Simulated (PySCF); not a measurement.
**How methods differ on the ionisation energy of Ne²⁺**

Ne²⁺ [He] 2s2 2p4 (3P) → Ne³⁺ [He] 2s2 2p3 (4S), as a difference of total energies. All numbers are calculated (PySCF 2.14, the spin-free X2C one-electron Hamiltonian (Gaussian nucleus), in x2c-QZVPPall (7s4p3d2f1g, 57 functions)). Correlated levels: valence: 1s2 frozen. The calculations carry no spin-orbit coupling.

```tsv
method	ionisation energy (eV)	plus first-order spin-orbit estimate	error of that sum (eV)
UHF	61.832	61.870	-1.553
MP2 (valence)	63.147	63.185	-0.238
SCS-MP2 (valence)	63.275	63.314	-0.109
CCSD (valence)	63.183	63.221	-0.202
CCSD(T) (valence)	63.202	63.240	-0.183
```

Reference: 63.423 eV (measured; NIST Atomic Spectra Database, ionization energies).

A first-order spin-orbit estimate (lowest level to lowest level, LS coupling) adds 0.038 eV.

Errors of the correlated levels include the incompleteness of this basis and the frozen core.
